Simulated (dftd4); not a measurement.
CH4NO (SMILES [NH3+]C=O), charge +1, singlet, at a GFN2-xTB geometry; D4 for bp86 in dftd4.

dftd4 was given this input:
```
$ dftd4 mol.xyz --func bp86 --charge 1 --json dftd4.json --noedisp --property

# file mol.xyz
7

N     -1.07973113     0.24380716     0.15769898
C      0.40675026     0.24389944    -0.26491881
O      1.09476993    -0.62780535     0.07307325
H     -1.30225326     1.08418749     0.71279708
H     -1.69531096     0.23783329    -0.66989687
H     -1.26948531    -0.59863573     0.72730400
H      0.62650641     1.12901100    -0.86917020
```

What the program printed (banner, timings and long lists left out):

```
                    ____  _____ _____     ____  _  _
      -------------|  _ \|  ___|_   _|---|  _ \| || |------------
     |             | | | | |_    | | ___ | | | | || |_           |
     |             | |_| |  _|   | ||___|| |_| |__   _|          |
     |             |____/|_|     |_|     |____/   |_|            |
     |             ===================================           |
     |            E. Caldeweyher, S. Ehlert & S. Grimme          |
     |          Mulliken Center for Theoretical Chemistry        |
     |                    University of Bonn                     |
      -----------------------------------------------------------

Rational (Becke-Johnson) damping: bp86-D4-ATM
---------------------
  s6         1.0000
  s8         3.3550
  s9         1.0000
  a1         0.4365
  a2         4.9241
 alp        16.0000
--------------------

Atomic data, radii in Ångström:
------------------------------------------------------
   Z          R(cov)      r4/r2   hardness         EN
------------------------------------------------------
   7 N        0.9467     1.4350     0.5044     3.0400
   6 C        1.0000     1.6431     0.4220     2.5500
   8 O        0.8400     1.3725     0.5869     3.4400
   1 H        0.4267     1.0622     0.4726     2.2000
------------------------------------------------------

Atomic reference systems (in atomic units):
----------------------------------------------------------------------------
   Z        #      CN     q+Z       C6(AA)   #      CN     q+Z       C6(AA)
----------------------------------------------------------------------------
   7 N      1  0.0000  7.0000      25.3714   2  0.8583  6.6470      32.5496
            3  1.8399  6.6987      28.5877   4  2.5804  6.1757      42.3910
            5  0.9809  7.0000      18.1534
   6 C      1  0.0000  6.0000      49.3833   2  0.9189  5.8288      52.1688
            3  1.9079  5.8579      35.6972   4  2.8312  5.7775      35.8445
            5  3.7487  5.7435      28.6317   6  2.9183  5.8956      32.2504
            7  0.8556  6.2103      25.6194
   8 O      1  0.0000  8.0000      15.5711   2  0.8042  7.6453      20.8489
            3  1.6112  7.4012      24.8631   4  0.9798  8.0000      14.9880
   1 H      1  0.0000  1.0000       7.6362   2  0.8942  1.0000       3.0374
----------------------------------------------------------------------------

Atomic properties (in atomic units):
----------------------------------------------------------------------------
     #    Z              CN          q      C6(AA)        C8(AA)   alpha(0)
----------------------------------------------------------------------------
     1    7 N        3.4740    -0.6515     35.8701      791.3239     8.9679
     2    6 C        2.6770     0.3372     22.4962      650.6301     7.7365
     3    8 O        0.8560    -0.0930     16.3579      330.1105     5.4270
     4    1 H        0.8588     0.3797      0.5180        6.2620     1.1275
     5    1 H        0.8588     0.3797      0.5180        6.2620     1.1275
     6    1 H        0.8585     0.3959      0.4867        5.8833     1.0929
     7    1 H        0.9240     0.2520      0.8696       10.5124     1.4583
----------------------------------------------------------------------------

Molecular properties (in atomic units):
----------------------------------------
 molecular C6                 316.8229
 molecular C8                6768.7035
----------------------------------------

Dispersion energy:      -2.6319065713082E-03 Eh

[Info] JSON dump of results written to 'dftd4.json'
```
